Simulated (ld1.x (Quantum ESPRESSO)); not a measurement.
# u(r) = r·R(r): atom against pseudo-atom (S)

Columns: radius, all-electron u(r) and pseudo u(r) of the 3p shell (level -7.01 eV) of sulfur in the configuration [Ne] 3s2 3p4; PBE, scalar-relativistic, ultrasoft scheme, ld1.x (Quantum ESPRESSO) 7.5.

| r (bohr) | all-electron | pseudo |
| --- | --- | --- |
| 0.085 | 0.1308 | -0.0075 |
| 0.170 | 0.2766 | -0.0294 |
| 0.255 | 0.3298 | -0.0648 |
| 0.340 | 0.2994 | -0.1115 |
| 0.425 | 0.2145 | -0.1674 |
| 0.510 | 0.1010 | -0.2295 |
| 0.595 | -0.0230 | -0.2950 |
| 0.680 | -0.1456 | -0.3611 |
| 0.765 | -0.2598 | -0.4253 |
| 0.850 | -0.3620 | -0.4854 |
| 0.935 | -0.4508 | -0.5399 |
| 1.020 | -0.5260 | -0.5876 |
| 1.105 | -0.5880 | -0.6281 |
| 1.190 | -0.6372 | -0.6613 |
| 1.275 | -0.6747 | -0.6875 |
| 1.360 | -0.7015 | -0.7071 |
| 1.445 | -0.7189 | -0.7206 |
| 1.530 | -0.7282 | -0.7285 |
| 1.615 | -0.7306 | -0.7306 |
| 1.700 | -0.7272 | -0.7272 |
| 1.785 | -0.7190 | -0.7190 |
| 1.870 | -0.7068 | -0.7068 |
| 1.955 | -0.6915 | -0.6915 |
| 2.040 | -0.6737 | -0.6737 |
| 2.125 | -0.6541 | -0.6541 |
| 2.210 | -0.6330 | -0.6330 |

Question: How many radial nodes do the two functions have?

Answer: The all-electron 3p function has n − l − 1 = 1; the pseudo-wave has 0, since the states of the same l below it are removed with the core.

Question: At about which radius was the pseudo-wave matched?

Answer: 1.60 bohr, where the columns begin to agree (steps of 0.09 bohr).

Question: Is the pseudo-wave norm-conserving?

Answer: No, it belongs to an ultrasoft set: the norm inside the radius is not constrained, and the difference is carried by the augmentation charge.
